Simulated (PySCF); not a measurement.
A structure optimised at ωB97X-D3(BJ)/def2-SVP, used in a PySCF frequency run:

```xyz
11

C      0.9966    -0.6920     1.5642
Si     0.3312     0.0477     0.0000
C      0.9966    -0.6920    -1.5642
F      0.6625     1.6426     0.0000
Cl    -1.7273    -0.1214     0.0000
H      0.5563    -0.1972     2.4435
H      0.7548    -1.7653     1.6168
H      2.0916    -0.5789     1.6124
H      0.5563    -0.1972    -2.4435
H      0.7548    -1.7653    -1.6168
H      2.0916    -0.5789    -1.6124
```
Charge 0, spin multiplicity 1.

Problem. Write its SMILES, formula and point group.

Solution. C[Si](C)(F)Cl, C2H6ClFSi, Cs

Problem. What are its rotational constants (standard atomic weights)?

Solution. 3.3532, 2.2867, 2.1696 GHz
